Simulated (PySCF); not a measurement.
Compound: C₈H₇F₃S.
Bonds: C1–C2 (double), C2–C3, C2–C4, C4–S5 (double), C4–C6, C6–C7 (triple), C7–C8, C8–C9, C9–F10, C9–F11, C9–F12. Hydrogens: H13, H14 on C1; H15, H16, H17 on C3; H18, H19 on C8.

The geometry is computed with GFN2-xTB (gas phase).

Entries marked ? are missing. Bonds in one row agree within 0.01 Å.

```json
{"coordinate": "C1=C2", "value": "?"}
{"coordinate": "C2–C3", "value": "1.494 Å"}
{"coordinate": "C2–C4", "value": "1.454 Å"}
{"coordinate": "C4=S5", "value": "1.647 Å"}
{"coordinate": "C4–C6", "value": "?"}
{"coordinate": "C6≡C7", "value": "1.206 Å"}
{"coordinate": "C7–C8", "value": "1.446 Å"}
{"coordinate": "C8–C9", "value": "1.523 Å"}
{"coordinate": "C9–F10, C9–F11, C9–F12", "value": "?"}
{"coordinate": "C1–H13", "value": "1.077 Å"}
{"coordinate": "C1–H14", "value": "1.077 Å"}
{"coordinate": "C3–H15, C3–H16, C3–H17", "value": "1.088 Å"}
{"coordinate": "C8–H18, C8–H19", "value": "1.094 Å"}
{"coordinate": "C1–C2–C3", "value": "122.9°"}
{"coordinate": "C1–C2–C4", "value": "120.4°"}
{"coordinate": "C3–C2–C4", "value": "?"}
{"coordinate": "C2–C4–S5", "value": "?"}
{"coordinate": "C2–C4–C6", "value": "119.1°"}
{"coordinate": "S5–C4–C6", "value": "117.8°"}
{"coordinate": "C4–C6–C7", "value": "173.1°"}
{"coordinate": "C6–C7–C8", "value": "175.6°"}
{"coordinate": "C7–C8–C9", "value": "110.5°"}
{"coordinate": "C8–C9–F10", "value": "?"}
{"coordinate": "C8–C9–F11", "value": "?"}
{"coordinate": "F10–C9–F11", "value": "106.7°"}
```

Problem. Fill in the missing values.

Solution. 
- C1=C2 = 1.338 Å, drawn double (terminal =CH2 carbon to fully substituted alkene carbon); 0.12 Å below the sum of covalent radii, 1.46 Å.
- C4–C6 = 1.406 Å, drawn single (thiocarbonyl carbon to alkyne carbon); 0.01 Å below the sum of covalent radii, 1.42 Å.
- C9–F10, C9–F11, C9–F12 = 1.340 Å, drawn single (CF3 carbon to fluorine of a CF3 group); 0.01 Å above the sum of covalent radii, 1.33 Å.
- C3–C2–C4 = 116.7°, at the fully substituted alkene carbon; the outer atoms are 2.510 Å apart.
- C2–C4–S5 = 123.1°, at the thiocarbonyl carbon; the outer atoms are 2.728 Å apart.
- C8–C9–F10 = 111.5°, at the CF3 carbon; the outer atoms are 2.370 Å apart.
- C8–C9–F11 = 112.5°, at the CF3 carbon; the outer atoms are 2.382 Å apart.

Radii are Cordero's, carbon taken as 0.76, 0.73 or 0.69 Å for four, three, and two or fewer neighbours.

Not checked by GFN2-xTB frequencies. One conformer, not necessarily the lowest (C1–C2–C4–S5 178°).
